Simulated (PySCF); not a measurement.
Work out the structure from these simulated measurements.

Formula: BeH4N2.

* Triplet: lowest triplet excitation (Tamm–Dancoff): 5.91 eV [TDA wB97X-D/def2-SVPD]
* 1H NMR: chemical shifts (computed TMS as zero) by class: 0.57 (4 H) ppm [GIAO B3LYP/pcSseg-1]
* Dipole: 0.00 D [wB97X-D/def2-SVPD]
* XPS: Be1s 119.1, N1s 404.0 (×2) eV [ΔSCF SCAN, pcX-2 on the ionised atom, pcseg-1 elsewhere, spin-free X2C]
* Couplings: largest of the computed one-bond spin–spin couplings (means over like bonds): 15N–1H -76.6 (×4) Hz [B3LYP/pcJ-1]
* Polarisability: 33.8 au [wB97X-D/def2-SVPD]
* Rotational structure: rotational constants A, B, C: 184.161, 6.156, 6.155 GHz [PBE0-D3(BJ)/def2-SVP]
* NMR, other nuclei: isotropic shieldings of nuclei other than C and H, by class: 94 (1 Be), 246 (2 N) ppm [GIAO B3LYP/pcSseg-1]

Electronic properties: PySCF, gas phase, density fitting. Levels stand in brackets. Geometry: PBE0-D3(BJ)/def2-SVP; no solvent, vibrations or thermal averaging. NMR classes are plain means over equivalent atoms (diastereotopic ones count apart unless rotation or inversion swaps them), as if these changed places fast.

Q: Give a SMILES that accounts for the data.

A: All hydrogens form one class (0.57 ppm): hydrogen on nitrogen. The other shieldings belong to: 94 ppm, beryllium bonded to 2 N; 246 ppm, nitrogen bonded to Be and 2 H. The couplings run between: -76.6 Hz, nitrogen bonded to Be and 2 H and its hydrogen (with 3 like pairs). The core levels belong to: Be1s 119.1 eV, beryllium bonded to 2 N; N1s 404.0 eV, nitrogen bonded to Be and 2 H. The vanishing dipole is forced by symmetry. The optimised geometry has point group D2d and is a prolate symmetric top (the spread among constants that symmetry makes equal is optimisation noise). Structure: `[NH2][Be][NH2]` (Be(NH2)2). The assignments are read from this structure; whether some other isomer fits the data as well wasn't checked.
